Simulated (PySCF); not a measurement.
Species: s-BuOEt, C6H14O.
Cartesian coordinates in Å at the GFN2-xTB level; atoms count from 1:
```xyz
21
C6H14O angstrom
C     -2.6600   -1.1491   -0.2377
C     -1.7766   -0.0211    0.2734
O     -0.4872   -0.1894   -0.2655
C      0.5234    0.6262    0.2971
C      0.4292    2.0785   -0.1815
C      1.8647    0.0047   -0.1044
C      2.0747   -1.3605    0.5378
H     -2.6933   -1.1232   -1.3232
H     -2.2547   -2.1086    0.0721
H     -3.6668   -1.0405    0.1562
H     -1.7291   -0.0438    1.3744
H     -2.2039    0.9476   -0.0273
H      0.4283    0.6075    1.3978
H     -0.5181    2.5232    0.1141
H      0.5090    2.1141   -1.2654
H      1.2343    2.6647    0.2537
H      2.6696    0.6821    0.1856
H      1.8735   -0.0989   -1.1902
H      1.2535   -2.0205    0.2722
H      3.0059   -1.8032    0.1932
H      2.1144   -1.2728    1.6218
```

Method: PBE0/pcSseg-1 in PySCF (dipole) on a GFN2-xTB geometry, gas phase.

Take the most abundant isotopes and a rigid rotor. The values belong to one conformer with, in the numbering `[CH3:1][CH2:2][O:3][C@H:4]([CH3:5])[CH2:6][CH3:7]`, C1–C2–O3–C4 -169°, C2–O3–C4–C5 -75°, O3–C4–C6–C7 -66°.

Give the principal moments of inertia and the rotational constants in cm⁻¹.

Ia = 145.45, Ib = 308.67, Ic = 420.83 u·Å²; 505379 MHz·u·Å²/I gives 3475, 1637 and 1201 MHz, that is A = 0.11590, B = 0.05461, C = 0.04006 cm⁻¹.

Classify the top.

An asymmetric top. Ray's parameter κ = (2B − A − C)/(A − C) = -0.616; −1 is the prolate and +1 the oblate limit.

What does the inertial defect say?

Not planar: Δ = Ic − Ia − Ib = -33.29 u·Å². For a rigid frame Δ = −2 Σ m c², so Σ m c² = 16.64 u·Å² lies off the ab plane: 10.92 from hydrogen and 5.73 from heavier atoms. The atom farthest from that plane is 1.45 Å away.

Give the other two planar moments, Paa and Pbb, and the rms extents of the mass along the axes.

Paa = Σ m a² = (Ib + Ic − Ia)/2 = 292.03 and Pbb = Σ m b² = (Ia + Ic − Ib)/2 = 128.80 u·Å². With the mass M = 102.10 u, the rms extents √(P/M) along a, b and c are 1.69, 1.12, 0.40 Å.

List the rotational levels J(Ka,Kc) to J = 2 (K).

Above 0(0,0), as E/k:
J = 1: 1(0,1) 0.136, 1(1,1) 0.224, 1(1,0) 0.245
J = 2: 2(0,2) 0.405, 2(1,2) 0.476, 2(1,1) 0.539, 2(2,1) 0.803, 2(2,0) 0.807
Those of J = 1 are B + C, A + C and A + B.

Predict some low-J microwave lines.

The dipole components are |μa| = 0.15 D, |μb| = 0.71 D, |μc| = 0.88 D. The squared components, which scale the intensities, stand as 0.03 : 0.65 : 1.00 (a : b : c). Some lines, for components of 0.1 D or more:

```tsv
type	branch	J(Ka,Kc)	MHz	lower level (cm⁻¹)
a	Q	3(2,1) ← 3(2,2)	334	0.842
c	Q	2(1,2) ← 2(0,2)	1470	0.282
b	R	4(2,2) ← 3(3,1)	1920	1.186
c	Q	4(2,3) ← 4(1,3)	4138	1.081
c	R	1(1,0) ← 0(0,0)	5112	0.000
b	Q	3(2,1) ← 3(1,2)	5238	0.679
a	R	2(1,2) ← 1(1,1)	5240	0.156
b	Q	2(2,1) ← 2(1,2)	6821	0.331
b	R	4(1,3) ← 3(2,2)	7161	0.842
a	R	3(1,3) ← 2(1,2)	7820	0.331
a	R	3(2,2) ← 2(2,1)	8515	0.558
b	Q	5(2,4) ← 5(1,5)	9631	1.366
b	Q	3(3,0) ← 3(2,1)	9991	0.853
b	Q	5(3,3) ← 5(2,4)	10818	1.687
b	R	2(2,1) ← 1(1,0)	11625	0.171
b	R	3(2,2) ← 2(1,1)	14027	0.374
b	Q	5(4,1) ← 5(3,2)	14083	2.054
a	R	5(3,3) ← 4(3,2)	14364	1.569
c	R	3(2,2) ← 2(1,2)	15336	0.331
c	R	3(3,0) ← 2(2,0)	18771	0.561
c	R	4(2,3) ← 3(1,3)	18815	0.592
c	R	4(3,2) ← 3(2,2)	21790	0.842
b	R	4(4,0) ← 3(3,1)	25756	1.186
b	R	5(4,2) ← 4(3,1)	28579	1.571
```

Estimate the classical rotational partition function at 10 K, 298.15 K and 500 K.

Point group C1, symmetry number σ = 1; q = (√π/σ)·√((kT/h)³/(ABC)), k/h = 20836.6 MHz/K: 2040 at 10 K, 332000 at 298.15 K, 721000 at 500 K.

Whether it is a minimum is left open (no frequencies). Zero-point vibration and centrifugal distortion are left out. A rigid rotor knows nothing of internal rotation, which can split or shift real lines.
